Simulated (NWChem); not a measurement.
# C₂H₅FOSi; SMILES F[Si@@H]1OCC1

```xyz
10

F      0.0128    -1.8502    -0.5050
Si    -0.0050    -0.5448     0.4544
C      1.1718     0.8288    -0.0183
C     -0.1423     1.5682    -0.3682
O     -1.1427     0.5929    -0.0030
H     -0.1445    -1.0766     1.8317
H      1.7536     1.2906     0.7918
H      1.8336     0.6328    -0.8734
H     -0.2322     1.8171    -1.4384
H     -0.2912     2.4910     0.2155
```
Atoms are numbered in this order, from 1.

Results from NWChem. Structure relaxed at the PBE0/def2-SVP level. Hybrids' shares of exact exchange are those that their runs print; pure functionals count as 0. The functionals differ in more than this share.

| row | share of exact exchange | highest occupied level (eV) |
|---|---|---|
| PBE/def2-TZVP | 0.00 | -6.85 |
| BLYP/def2-TZVP | 0.00 | -6.76 |
| TPSSh/def2-TZVP | 0.10 | -7.59 |
| B3LYP/def2-TZVP | 0.20 | -8.15 |
| PBE0/def2-TZVP | 0.25 | withheld |

**Question.** Fit a straight line of the last column on the one before it, predict the withheld value, and compare with the run.

**Answer.** 
1. Means of the 4 shown rows: x = 0.075, y = -7.338. Slope Σ(x − x̄)(y − ȳ)/Σ(x − x̄)² = -0.1878/0.02750 = -6.827; intercept -6.825.
2. The shown rows scatter about the line by 0.058 (root mean square); the largest residual is -0.08, at TPSSh/def2-TZVP.
3. At x = 0.25 (PBE0/def2-TZVP; beyond the shown range) the line gives -8.53.
4. The run gives -8.39, +0.14 from the line, 2.4 times the scatter.
